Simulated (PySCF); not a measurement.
**Gallium: a sound run and one with changed settings**

Sound run: Ga [Ar] 3d10 4s2 4p1, Ga⁺ [Ar] 3d10 4s2. All numbers are calculated (PySCF 2.14, no relativity, point nucleus, in pcseg-2). In the sound run the correlated levels freeze [Ar] 3d10. The sound run starts from symmetry-adapted Hartree-Fock orbitals and uses a fine grid where one is needed.

Changed run: a valence shell is frozen. This setting is unsound on purpose.

Ionisation energy of Ga:

```tsv
method	sound run (eV)	changed run (eV)
UHF	5.582	5.582
MP2	5.788	5.582
SCS-MP2	5.771	5.582
CCSD	5.852	5.582
CCSD(T)	5.875	5.582
CCSDT	n/a	5.582
FCI	n/a	5.582
```

Freezing a valence shell removes pair correlation that changes on ionisation.

For comparison, NIST gives 5.999 eV between the lowest levels.
